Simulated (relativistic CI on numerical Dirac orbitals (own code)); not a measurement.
**What each ingredient does to the levels of Pt⁵⁴⁺**

Base calculation: Dirac-Coulomb-Breit CI, KLI orbitals optimised for each configuration, model QED, unscaled Slater integrals.

Configuration list (outside the closed core [Ne]): 3s2.3p6.3d6, 3s2.3p5.3d7, 3s2.3p4.3d8, 3s.3p6.3d7, 3p6.3d8, 3s.3p5.3d8, 3s2.3p6.3d5.4s, 3s2.3p6.3d5.4p, 3s2.3p4.3d7.4s, 3s2.3p6.3d5.4d, 3s2.3p5.3d6.4s, 3s2.3p6.3d5.4f, 3s2.3p6.3d4.4s2, 3s.3p6.3d6.4s, 3p6.3d7.4s, 3p6.3d7.4p. Levels of other configurations are missing.

The lowest level and the first level of each name with at least 55 % of one term (blank where a level has no safe partner in the second run):

```csv
Level,Base (eV),Shift (eV)
3s2.3p6.3d6 3F_4,0.000,0.000
3s2.3p6.3d6 5D_3,82.691,-0.056
3s2.3p6.3d6 3H_6,92.511,-0.161
3s2.3p6.3d6 3G_5,92.582,-0.099
3s2.3p6.3d6 3P_1,117.889,+0.240
3s2.3p6.3d6 3F_3,119.508,+0.187
3s2.3p6.3d6 5D_2,171.051,+0.060
3s2.3p6.3d6 5D_0,174.095,-0.135
3s2.3p6.3d6 3H_5,182.208,-0.126
3s2.3p6.3d6 1I_6,185.707,-0.194
3s2.3p6.3d6 1D_2,232.625,+0.246
3s2.3p6.3d6 1S_0,251.996,+0.276
3s2.3p5.3d7 5G°_6,429.602,-0.151
3s2.3p5.3d7 3P°_0,441.488,+1.249
```

At this charge energies of transitions that change n are usually good to better than 1 %, and those within a shell (Δn = 0) to a few per cent.

**Question.** One thing was changed in a second run, which moved the levels as shown. Which?
A. only the first 3 configurations
B. Breit term removed
C. valence Slater integrals scaled by 0.9
D. QED terms removed

**Answer.** A. Only the first 3 configurations. With fewer configurations the levels that remain lose their mixing partners.

LS names give the leading component of a level, which can be under half, so a name can repeat, a term be missing and a line seem to break the LS rules.
